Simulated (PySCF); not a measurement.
Ga(Me)(OH)(NH2) (CH6GaNO), SMILES [CH3][Ga]([NH2])[OH]. Atoms are numbered in the order given.

```xyz
10

Ga     0.0007    -0.0026     0.0000
C     -0.3355     1.9374     0.0000
H      0.1112     2.4064     0.8905
H      0.1112     2.4064    -0.8905
H     -1.4157     2.1462     0.0000
O      1.6415    -0.7483     0.0000
H      2.3714    -0.1181     0.0000
N     -1.2820    -1.2867     0.0000
H     -1.0641    -2.2770     0.0000
H     -2.2801    -1.1138     0.0000
```
Charge 0, spin multiplicity 1.

The structure is a stationary point at B3LYP-D3(BJ)/def2-SVP. Other conformers were not sampled.

Two levels are set side by side: PBE/pcSseg-1 (PySCF) and B3LYP/pcSseg-1 (PySCF). GIAO shifts against H2O (¹⁷O), NH3 (¹⁵N), TMS (¹H), TMS (¹³C) at the same level; non-relativistic, no solvent, atoms listed together averaged. Differences are taken from unrounded values.

| quantity | B3LYP |
|---|---|
| δ(¹³C) of C2 (ppm) | -8.3 |
| δ(¹H) of H3, H4, H5 (ppm) | 0.33 |
| δ(¹⁷O) of O6 (ppm) | 66.2 |
| δ(¹H) of H7 (ppm) | 2.01 |
| δ(¹⁵N) of N8 (ppm) | 41.5 |

Q: What does PBE give, and how far is it from B3LYP? (An estimate is asked for; the answer gives what the named calculation found.)

A: 
```tsv
quantity	PBE	PBE minus B3LYP
δ(¹³C) of C2 (ppm)	-7.2	1.0
δ(¹H) of H3, H4, H5 (ppm)	0.35	0.02
δ(¹⁷O) of O6 (ppm)	78.8	12.6
δ(¹H) of H7 (ppm)	2.18	0.18
δ(¹⁵N) of N8 (ppm)	46.6	5.1
```

Rough cost on one machine, each run with all the roots and properties that it gave: B3LYP against PBE within a factor of 2.
